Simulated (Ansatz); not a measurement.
`O[Si@H](Cl)[Si@H](F)Cl` → `[OH]`• + `F[SiH](Cl)[SiH]Cl`•  (homolysis of the O–Si bond)

Gas-phase electronic energies from Ansatz, PBE0-D4/def2-TZVP geometries. CBS: MP2 limit from def2 TZ/QZ plus the TZ coupled-cluster correction, frozen cores. This one scheme is used for every species. DFT in def2-TZVPP. HSE06 is defined as in plane-wave codes. No spin–orbit coupling; open shells (•) take unrestricted orbitals. One conformer a species, not always the lowest.

`O[Si@H](Cl)[Si@H](F)Cl`:

Cartesian coordinates in Å:
```
O -0.820 -0.780 -1.687
Si -0.011 -1.044 -0.290
Cl -1.204 -1.907 1.143
Si 0.659 1.021 0.606
F 1.053 0.892 2.145
Cl -0.997 2.226 0.453
H -1.534 -0.138 -1.674
H 1.080 -1.984 -0.619
H 1.775 1.713 -0.079
```

`[OH]`•:

```xyz
2

O    -0.202    0.403    0.183
H     0.202   -0.403   -0.183
```

`F[SiH](Cl)[SiH]Cl`•:

```xyz
7

F    -0.563   -1.329   -1.634
Si    0.405   -0.635   -0.577
Cl    1.959    0.236   -1.582
Si   -0.751    1.095    0.481
Cl   -2.143    0.331    1.789
H     0.947   -1.709    0.286
H     0.146    2.011    1.237
```

Q: What is ΔE at CCSD(T)/CBS? (An estimate is asked.)

A: Ansatz gave: +537.8 kJ/mol.

Q: What do these levels give: LDA (SPW92), revPBE-D4, r2SCANh-D4, PBE-QIDH, r2SCAN, HSE06, BHLYP, HF/def2-SVP, MP2/def2-SVP, CCSD(T)/def2-SVP, MP2/def2-TZVPP, SCS-MP2/def2-TZVPP? (Best estimate.)

A: Ansatz gave: LDA (SPW92) 597.3, revPBE-D4 498.7, r2SCANh-D4 505.6, PBE-QIDH 523.8, r2SCAN 507.4, HSE06 505.0, BHLYP 493.6, HF/def2-SVP 379.4, MP2/def2-SVP 522.0, CCSD(T)/def2-SVP 491.1, MP2/def2-TZVPP 555.2, SCS-MP2/def2-TZVPP 542.3 kJ/mol.

Largest T1 diagnostic among the species: 0.013.

From PBE to PBE0 (25 % exact exchange), in def2-TZVPP and without D4, ΔE moves by −6.4 kJ/mol: exact exchange takes away binding that semilocal exchange gives to molecules. The D4 term adds +9.5 kJ/mol with B3LYP and +5.3 kJ/mol with PBE0; it sums over pairs of atoms, weighted by their polarisabilities, and B3LYP, whose exchange is more repulsive, gets the larger term. Leaving LDA and LC-ωPBE aside and taking each functional with its dispersion term where it has one, the values, not all of them listed here, spread over 34.9 kJ/mol, from revPBE-D4 to ωB97M-V. LDA lies +86.4 kJ/mol from PBE without D4, its usual overbinding.

B3LYP here is the variant with VWN-RPA as its local correlation; programs differ in this.
